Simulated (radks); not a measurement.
Results of a calculation; reference values are marked as such.
Correlation energies from several functionals, in hartree. Species: Si3+ [Ne] 3s1; Re+ [Xe] 4f14 5d5 6s1; I30+ [Ar] 3d5. Level of theory: non-relativistic Kohn-Sham, exchange-only B88, spin-polarised, spherical densities, point nucleus (a radial shooting solver on a logarithmic mesh with Libxc functionals). Every spin shell is full or empty, so the densities are truly spherical. Functionals are evaluated on that one density, not self-consistently.

PW92: Si3+ -0.90808; Re+ -7.6067; I30+ -2.6590
VWN5: Si3+ -0.91276; Re+ -7.6390; I30+ -2.6692
PZ: Si3+ -0.90504; Re+ -7.6061; I30+ -2.6496
Chachiyo: Si3+ -0.89245; Re+ -7.5186; I30+ -2.6220
P86: Si3+ -0.45254; Re+ -4.9915; I30+ -1.5257
OP (B88): Si3+ -0.44255; Re+ -3.8536; I30+ -1.1935
revTPSS: Si3+ -0.41096; Re+ -4.4717; I30+ -1.2071
SCAN: Si3+ -0.39825; Re+ -4.4929; I30+ -1.1857
r2SCAN: Si3+ -0.40186; Re+ -4.5093; I30+ -1.1978
